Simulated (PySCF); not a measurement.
Isomers of C2H8Si2. Isolated molecules, 0 K electronic values unless said otherwise. One relaxed conformer stands for each flexible species; it need not be the lowest. Strings in code marks are SMILES.

The LUMO from two functionals at the same geometries (B3LYP-D3(BJ)/def2-TZVP), both in PySCF: PBE-D3(BJ)/def2-TZVP and B3LYP-D3(BJ)/def2-TZVP. B3LYP has the VWN-RPA correlation part, as in Gaussian. 

```tsv
species	B3LYP-D3(BJ)/def2-TZVP (eV)
`[SiH3][SiH]1CC1`	-0.38
`[SiH3][C@@H]1C[SiH2]1`	-0.20
`C=[Si](C)[SiH3]`	-1.26
`[SiH3]/C=C/[SiH3]`	-1.17
```

Question: What does PBE-D3(BJ)/def2-TZVP give for each?

Answer: 
- `[SiH3][SiH]1CC1`: -1.00
- `[SiH3][C@@H]1C[SiH2]1`: -0.79
- `C=[Si](C)[SiH3]`: -1.92
- `[SiH3]/C=C/[SiH3]`: -1.96
Over these rows, drawn at random from the members with no instability flagged (it was tested for open shells, ions and some series alone), PBE minus B3LYP-D3(BJ): mean -0.67 eV, from -0.80 eV to -0.60 eV.
